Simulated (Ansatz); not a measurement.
Compare A (`O=CC(O)[SiH3]`) with its isomer B (`O[SiH]1CCO1`).

Isolated molecules relaxed with PBE0-D4/def2-TZVP in Ansatz; ΔE leaves out vibrations. CBS: MP2 limit from def2 TZ/QZ plus the TZ coupled-cluster correction, frozen cores. DFT in def2-TZVPP. B3LYP here is the variant with VWN-RPA as its local correlation; programs differ in this. One conformer a species, not always the lowest.

Q: Which is lower in electronic energy at CCSD(T)/CBS, and by how much? (Estimate.)

A: Computed: B, by 67.4 kcal/mol.

Q: Give E(B) − E(A) in kcal/mol with CCSD/def2-TZVPP, CCSD(T)/def2-TZVPP, PBE0-D4, MP2/def2-TZVPP, r2SCAN-D4, B3LYP-D4, B2PLYP. (Best estimate.)

A: The calculation gave: CCSD/def2-TZVPP -66.8, CCSD(T)/def2-TZVPP -65.7, PBE0-D4 -64.5, MP2/def2-TZVPP -69.7, r2SCAN-D4 -64.5, B3LYP-D4 -61.8, B2PLYP -64.7. None reverses the order clearly.

Largest T1 diagnostic: 0.015.

From PBE to PBE0 (25 % exact exchange), in def2-TZVPP and without D4, E(B) − E(A) moves by −5.0 kcal/mol. In def2-TZVPP, CCSD(T) changes the Hartree–Fock value by −0.8 kcal/mol (the triples alone add +1.1 kcal/mol) and MP2 by −4.8 kcal/mol.
